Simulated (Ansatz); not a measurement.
`CN(C)[Si]Cl` + `[SiH3]N[SiH3]` → `[SiH3]N([SiH3])[Si]Cl` + `CNC`  (ligand exchange at the Si–N bond)

Isolated molecules relaxed with PBE0-D4/def2-TZVP in Ansatz; ΔE leaves out vibrations. CCSD(T)/CBS adds triple-zeta CCSD(T) − MP2 to the extrapolated MP2 energy (def2 sets, frozen cores). This one scheme is used for every species. Functionals use def2-TZVPP. One conformer a species, not always the lowest.

(1) Is it downhill or uphill in electronic energy at CCSD(T)/CBS, and by how much? (Estimate.)

(2) What do these levels give: r2SCAN-D4, PBE, BHLYP, CCSD/def2-SVP, CCSD/def2-TZVPP, SCS-MP2/def2-QZVPP? (Best estimate.)

(3) What do rigid-rotor, harmonic-oscillator terms from PBE0-D4/def2-TZVP frequencies (298.15 K, 1 bar) make of the CCSD(T)/CBS value? (Estimate.)

Largest T1 diagnostic among the species: 0.013.

## Answers

(1) The calculation gave: Uphill: ΔE = +0.10 eV.

(2) Ansatz gave: r2SCAN-D4 0.13, PBE 0.14, BHLYP 0.16, CCSD/def2-SVP 0.09, CCSD/def2-TZVPP 0.11, SCS-MP2/def2-QZVPP 0.12 eV.

(3) The calculation gave: ΔZPE = +0.03 eV, ΔH = +0.12 eV, ΔS = -25 J/(mol·K), ΔG = +0.20 eV. Modes under 50 cm⁻¹ make the entropy rough.

Leaving LDA and LC-ωPBE aside and taking each functional with its dispersion term where it has one, the values, not all of them listed here, spread over 0.08 eV, from BHLYP-D4 to B2PLYP. From BLYP to BHLYP (50 % exact exchange), in def2-TZVPP and without D4, ΔE moves by −0.03 eV.
